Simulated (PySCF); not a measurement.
# Cost of excited-state runs on SMILES BrBr, Br$_{2}$

Geometry:
```
atom   x (Å)   y (Å)   z (Å)
 Br1   1.141  -0.006   0.006
 Br2  -1.145   0.014  -0.019
```

PySCF with density fitting, on 1 thread of an Arm Neoverse N1, shared host. Command: `OMP_NUM_THREADS=1 python excited_run.py task.json out`

Problem. How long does each of these runs take, and how much memory?
- vibronic structure, BHandHLYP/def2-TZVP; Tamm-Dancoff; with frequencies; grid level 1; writes grids
- excited-state relaxation, BHandHLYP/def2-TZVP; state S1; TDA; with frequencies; grid level 1; writes grids
- excited-state relaxation, BHandHLYP/def2-TZVP; state T1; TDA; grid level 1
- excited-state relaxation, BHandHLYP/def2-TZVP; state T1; UKS; with frequencies; grid level 1

Solution. 
| run | level | basis functions | wall time | peak memory (GiB) |
| --- | --- | --- | --- | --- |
| vibronic structure | BHandHLYP/def2-TZVP | 96 | 11 s | 0.57 |
| excited-state relaxation | BHandHLYP/def2-TZVP | 96 | 2.2 min | 0.57 |
| excited-state relaxation | BHandHLYP/def2-TZVP | 96 | 36 s | 0.55 |
| excited-state relaxation | BHandHLYP/def2-TZVP | 96 | 74 s | 0.5 |

Times from a shared host are rough.
